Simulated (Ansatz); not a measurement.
Ansatz (a program for electronic structure) input (HF/3-21G): The .json file is the Basis Set Exchange's 3-21G.

Ansatz 0.2 input:
```yaml
crystal:
  periodic: [false, false, false]
  atoms:
    - {symbol: C, position_ang: [-1.43698229, -0.08854287, -0.08095474]}
    - {symbol: C, position_ang: [-0.83122125, -1.42680083, -0.05525732]}
    - {symbol: C, position_ang: [0.49520334, -1.44296075, 0.01886913]}
    - {symbol: C, position_ang: [1.32911740, -0.13862264, 0.07352673]}
    - {symbol: S, position_ang: [0.10403190, 1.29518154, 0.01375797]}
    - {symbol: H, position_ang: [-1.94730409, 0.16109361, -0.99883579]}
    - {symbol: H, position_ang: [-2.04669180, 0.15021039, 0.77724311]}
    - {symbol: H, position_ang: [1.08554121, -2.34759165, 0.04636060]}
    - {symbol: H, position_ang: [1.90436110, -0.05792126, 0.98927871]}
    - {symbol: H, position_ang: [2.00288013, -0.04713316, -0.77127691]}
basis:
  gaussian:
    orbitals: 3-21G.json
hamiltonian:
  xc: {name: HF}
total_charge: -1
phonons: {temperatures: {t_min: 298.15, t_max: 298.15, t_step: 100}}
```

Output:

```
Functional definition: HF
integrals: 0.02 GiB planned
820 factors; integrals over basis functions are off by at most 5.7e-4 eV
mean field: 0.15 GiB planned
mean field evaluation 1: about -14936.2718 eV, gradient 2.5e1 eV
mean field evaluation 2: about -14936.6205 eV, gradient 2.5e1 eV
mean field evaluation 4: about -14938.6398 eV, gradient 3.3e0 eV
mean field evaluation 8: about -14938.6919 eV, gradient 1.2e-1 eV
mean field -14938.69202321 eV, -548.9868060440 hartree, gradient 3.2e-5 eV, S^2 0.000000; 0 other end points of the search recorded, 0 dependent functions left out
the calculation of the forces begins
reference -14938.69202321 eV, -548.9868060440 hartree; 23, 23 occupied and 36, 36 virtual orbitals, 820 factors
these checks for a lower state are left out or cut short: stability, starts, cluster_reference, orbital_swaps, neighbouring_geometries, increment
integrals: 0.02 GiB planned
820 factors; integrals over basis functions are off by at most 5.7e-4 eV
mean field: 0.15 GiB planned
mean field evaluation 16: about -14938.6892 eV, gradient 8.9e-1 eV
mean field -14938.69188592 eV, -548.9868009986 hartree, gradient 2.6e-6 eV, S^2 0.000000; 0 other end points of the search recorded, 0 dependent functions left out
the calculation of the forces begins
reference -14938.69188592 eV, -548.9868009986 hartree; 23, 23 occupied and 36, 36 virtual orbitals, 820 factors
these checks for a lower state are left out or cut short: stability, starts, cluster_reference, orbital_swaps, neighbouring_geometries, increment
integrals: 0.02 GiB planned
820 factors; integrals over basis functions are off by at most 5.7e-4 eV
mean field: 0.15 GiB planned
mean field evaluation 32: about -14938.6919 eV, gradient 2.7e-6 eV
mean field -14938.69188023 eV, -548.9868007894 hartree, gradient 2.7e-6 eV, S^2 0.000000; 0 other end points of the search recorded, 0 dependent functions left out
the calculation of the forces begins
reference -14938.69188023 eV, -548.9868007894 hartree; 23, 23 occupied and 36, 36 virtual orbitals, 820 factors
these checks for a lower state are left out or cut short: stability, starts, cluster_reference, orbital_swaps, neighbouring_geometries, increment
integrals: 0.02 GiB planned
820 factors; integrals over basis functions are off by at most 5.7e-4 eV
mean field: 0.15 GiB planned
mean field -14938.69188795 eV, -548.9868010730 hartree, gradient 2.7e-6 eV, S^2 0.000000; 0 other end points of the search recorded, 0 dependent functions left out
the calculation of the forces begins
reference -14938.69188795 eV, -548.9868010730 hartree; 23, 23 occupied and 36, 36 virtual orbitals, 820 factors
these checks for a lower state are left out or cut short: stability, starts, cluster_reference, orbital_swaps, neighbouring_geometries, increment
integrals: 0.02 GiB planned
820 factors; integrals over basis functions are off by at most 5.7e-4 eV
mean field: 0.15 GiB planned
mean field -14938.69188879 eV, -548.9868011038 hartree, gradient 2.6e-6 eV, S^2 0.000000; 0 other end points of the search recorded, 0 dependent functions left out
the calculation of the forces begins
reference -14938.69188879 eV, -548.9868011038 hartree; 23, 23 occupied and 36, 36 virtual orbitals, 820 factors
these checks for a lower state are left out or cut short: stability, starts, cluster_reference, orbital_swaps, neighbouring_geometries, increment
integrals: 0.02 GiB planned
820 factors; integrals over basis functions are off by at most 5.7e-4 eV
mean field: 0.15 GiB planned
mean field -14938.69179539 eV, -548.9867976715 hartree, gradient 2.7e-6 eV, S^2 0.000000; 0 other end points of the search recorded, 0 dependent functions left out
the calculation of the forces begins
reference -14938.69179539 eV, -548.9867976715 hartree; 23, 23 occupied and 36, 36 virtual orbitals, 820 factors
these checks for a lower state are left out or cut short: stability, starts, cluster_reference, orbital_swaps, neighbouring_geometries, increment
integrals: 0.02 GiB planned
820 factors; integrals over basis functions are off by at most 5.7e-4 eV
mean field: 0.15 GiB planned
mean field evaluation 64: about -14938.6891 eV, gradient 8.9e-1 eV
mean field -14938.69180287 eV, -548.9867979466 hartree, gradient 2.6e-6 eV, S^2 0.000000; 0 other end points of the search recorded, 0 dependent functions left out
the calculation of the forces begins
reference -14938.69180287 eV, -548.9867979466 hartree; 23, 23 occupied and 36, 36 virtual orbitals, 820 factors
these checks for a lower state are left out or cut short: stability, starts, cluster_reference, orbital_swaps, neighbouring_geometries, increment
integrals: 0.02 GiB planned
820 factors; integrals over basis functions are off by at most 5.7e-4 eV
mean field: 0.15 GiB planned
[...]
these checks for a lower state are left out or cut short: stability, starts, cluster_reference, orbital_swaps, neighbouring_geometries, increment
integrals: 0.02 GiB planned
820 factors; integrals over basis functions are off by at most 5.7e-4 eV
mean field: 0.15 GiB planned
mean field -14938.69193387 eV, -548.9868027605 hartree, gradient 2.7e-6 eV, S^2 0.000000; 0 other end points of the search recorded, 0 dependent functions left out
the calculation of the forces begins
reference -14938.69193387 eV, -548.9868027605 hartree; 23, 23 occupied and 36, 36 virtual orbitals, 820 factors
these checks for a lower state are left out or cut short: stability, starts, cluster_reference, orbital_swaps, neighbouring_geometries, increment
integrals: 0.02 GiB planned
820 factors; integrals over basis functions are off by at most 5.7e-4 eV
mean field: 0.15 GiB planned
mean field evaluation 256: about -14938.6919 eV, gradient 2.1e-6 eV
mean field -14938.69193339 eV, -548.9868027430 hartree, gradient 2.7e-6 eV, S^2 0.000000; 0 other end points of the search recorded, 0 dependent functions left out
the calculation of the forces begins
reference -14938.69193339 eV, -548.9868027430 hartree; 23, 23 occupied and 36, 36 virtual orbitals, 820 factors
these checks for a lower state are left out or cut short: stability, starts, cluster_reference, orbital_swaps, neighbouring_geometries, increment
integrals: 0.02 GiB planned
820 factors; integrals over basis functions are off by at most 5.7e-4 eV
mean field: 0.15 GiB planned
mean field -14938.69197545 eV, -548.9868042886 hartree, gradient 2.7e-6 eV, S^2 0.000000; 0 other end points of the search recorded, 0 dependent functions left out
the calculation of the forces begins
reference -14938.69197545 eV, -548.9868042886 hartree; 23, 23 occupied and 36, 36 virtual orbitals, 820 factors
these checks for a lower state are left out or cut short: stability, starts, cluster_reference, orbital_swaps, neighbouring_geometries, increment
integrals: 0.02 GiB planned
820 factors; integrals over basis functions are off by at most 5.7e-4 eV
mean field: 0.15 GiB planned
mean field -14938.69197576 eV, -548.9868043002 hartree, gradient 2.7e-6 eV, S^2 0.000000; 0 other end points of the search recorded, 0 dependent functions left out
the calculation of the forces begins
reference -14938.69197576 eV, -548.9868043002 hartree; 23, 23 occupied and 36, 36 virtual orbitals, 820 factors
these checks for a lower state are left out or cut short: stability, starts, cluster_reference, orbital_swaps, neighbouring_geometries, increment
integrals: 0.02 GiB planned
820 factors; integrals over basis functions are off by at most 5.7e-4 eV
mean field: 0.15 GiB planned
mean field -14938.69197512 eV, -548.9868042765 hartree, gradient 2.7e-6 eV, S^2 0.000000; 0 other end points of the search recorded, 0 dependent functions left out
the calculation of the forces begins
reference -14938.69197512 eV, -548.9868042765 hartree; 23, 23 occupied and 36, 36 virtual orbitals, 820 factors
these checks for a lower state are left out or cut short: stability, starts, cluster_reference, orbital_swaps, neighbouring_geometries, increment
integrals: 0.02 GiB planned
820 factors; integrals over basis functions are off by at most 5.7e-4 eV
mean field: 0.15 GiB planned
mean field evaluation 288: about -14938.3140 eV, gradient 1.9e-3 eV
mean field -14938.69197814 eV, -548.9868043876 hartree, gradient 2.7e-6 eV, S^2 0.000000; 0 other end points of the search recorded, 0 dependent functions left out
the calculation of the forces begins
reference -14938.69197814 eV, -548.9868043876 hartree; 23, 23 occupied and 36, 36 virtual orbitals, 820 factors
these checks for a lower state are left out or cut short: stability, starts, cluster_reference, orbital_swaps, neighbouring_geometries, increment
integrals: 0.02 GiB planned
820 factors; integrals over basis functions are off by at most 5.7e-4 eV
mean field: 0.15 GiB planned
mean field -14938.69198082 eV, -548.9868044858 hartree, gradient 2.7e-6 eV, S^2 0.000000; 0 other end points of the search recorded, 0 dependent functions left out
the calculation of the forces begins
reference -14938.69198082 eV, -548.9868044858 hartree; 23, 23 occupied and 36, 36 virtual orbitals, 820 factors
these checks for a lower state are left out or cut short: stability, starts, cluster_reference, orbital_swaps, neighbouring_geometries, increment
integrals: 0.02 GiB planned
820 factors; integrals over basis functions are off by at most 5.7e-4 eV
mean field: 0.15 GiB planned
mean field -14938.69198163 eV, -548.9868045158 hartree, gradient 2.7e-6 eV, S^2 0.000000; 0 other end points of the search recorded, 0 dependent functions left out
the calculation of the forces begins
reference -14938.69198163 eV, -548.9868045158 hartree; 23, 23 occupied and 36, 36 virtual orbitals, 820 factors
these checks for a lower state are left out or cut short: stability, starts, cluster_reference, orbital_swaps, neighbouring_geometries, increment
integrals: 0.02 GiB planned
820 factors; integrals over basis functions are off by at most 5.7e-4 eV
mean field: 0.15 GiB planned
mean field evaluation 320: about -14938.6920 eV, gradient 1.1e-4 eV
mean field -14938.69200537 eV, -548.9868053883 hartree, gradient 2.7e-6 eV, S^2 0.000000; 0 other end points of the search recorded, 0 dependent functions left out
the calculation of the forces begins
reference -14938.69200537 eV, -548.9868053883 hartree; 23, 23 occupied and 36, 36 virtual orbitals, 820 factors
these checks for a lower state are left out or cut short: stability, starts, cluster_reference, orbital_swaps, neighbouring_geometries, increment
integrals: 0.02 GiB planned
820 factors; integrals over basis functions are off by at most 5.7e-4 eV
mean field: 0.15 GiB planned
mean field -14938.69200564 eV, -548.9868053981 hartree, gradient 2.7e-6 eV, S^2 0.000000; 0 other end points of the search recorded, 0 dependent functions left out
the calculation of the forces begins
reference -14938.69200564 eV, -548.9868053981 hartree; 23, 23 occupied and 36, 36 virtual orbitals, 820 factors
these checks for a lower state are left out or cut short: stability, starts, cluster_reference, orbital_swaps, neighbouring_geometries, increment
integrals: 0.02 GiB planned
820 factors; integrals over basis functions are off by at most 5.7e-4 eV
mean field: 0.15 GiB planned
mean field -14938.69193627 eV, -548.9868028488 hartree, gradient 2.7e-6 eV, S^2 0.000000; 0 other end points of the search recorded, 0 dependent functions left out
the calculation of the forces begins
reference -14938.69193627 eV, -548.9868028488 hartree; 23, 23 occupied and 36, 36 virtual orbitals, 820 factors
these checks for a lower state are left out or cut short: stability, starts, cluster_reference, orbital_swaps, neighbouring_geometries, increment
integrals: 0.02 GiB planned
820 factors; integrals over basis functions are off by at most 5.7e-4 eV
mean field: 0.15 GiB planned
mean field -14938.69193785 eV, -548.9868029070 hartree, gradient 2.7e-6 eV, S^2 0.000000; 0 other end points of the search recorded, 0 dependent functions left out
the calculation of the forces begins
reference -14938.69193785 eV, -548.9868029070 hartree; 23, 23 occupied and 36, 36 virtual orbitals, 820 factors
Total energy: -14938.69202321 eV, -548.9868060440 hartree
Atom 0 at    -1.436982    -0.088543    -0.080955 Å, force     0.001144     0.000320     0.000066 eV/Å
Atom 1 at    -0.831221    -1.426801    -0.055257 Å, force    -0.001106    -0.001065    -0.000068 eV/Å
Atom 2 at     0.495203    -1.442961     0.018869 Å, force    -0.000648    -0.000523    -0.000039 eV/Å
Atom 3 at     1.329117    -0.138623     0.073527 Å, force     0.000969    -0.000040     0.000054 eV/Å
Atom 4 at     0.104032     1.295182     0.013758 Å, force     0.000528     0.001569     0.000039 eV/Å
Atom 5 at    -1.947304     0.161094    -0.998836 Å, force    -0.000221    -0.000520     0.000223 eV/Å
Atom 6 at    -2.046692     0.150210     0.777243 Å, force    -0.000195    -0.000517    -0.000253 eV/Å
Atom 7 at     1.085541    -2.347592     0.046361 Å, force    -0.000078     0.000878     0.000001 eV/Å
Atom 8 at     1.904361    -0.057921     0.989279 Å, force    -0.000172    -0.000048    -0.000438 eV/Å
Atom 9 at     2.002880    -0.047133    -0.771277 Å, force    -0.000219    -0.000053     0.000415 eV/Å
Dipole moment:     0.226035     0.357187     0.014837 e Å
Vibrations: 181.35 274.88 420.84 546.30 696.14 795.01 827.86 902.14 966.92 976.44 1003.76 1202.23 1236.44 1266.22 1309.43 1418.60 1617.35 1640.32 1725.71 3186.21 3221.32 3239.46 3248.40 3299.21 cm⁻¹, zero-point energy 2.182279 eV
```

The blocks after the first are displaced geometries, from whose forces the wavenumbers follow.

The dipole moment of an ion depends on the origin.
